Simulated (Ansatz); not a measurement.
CHFGaN, SMILES `N#[C][GaH][F]`. Charge 0, multiplicity 1.

**Question.** List the harmonic frequencies (cm⁻¹, unscaled) at PBE0-D4/def2-TZVP in Ansatz. (Best estimate.)

**Answer.** Computed: 124, 210, 311, 474, 489, 606, 706, 2097, 2324.

**Question.** Is this a minimum?

**Answer.** Yes, all 9 modes are real.

**Question.** Give the ideal-gas thermochemistry at 298.15 K and 1 bar (rigid rotor, harmonic oscillator; point group Cs, symmetry number 1).

**Answer.** Zero-point energy 43.9 kJ/mol; H(298) − E = 60.1 kJ/mol; entropy 310.9 J/(mol·K), of which translation 168.1, rotation 106.8, vibration 36.0; G(298) − E = -32.6 kJ/mol.

**Question.** Rotational constants (cm⁻¹)?

**Answer.** 0.4878, 0.09796, 0.08157.
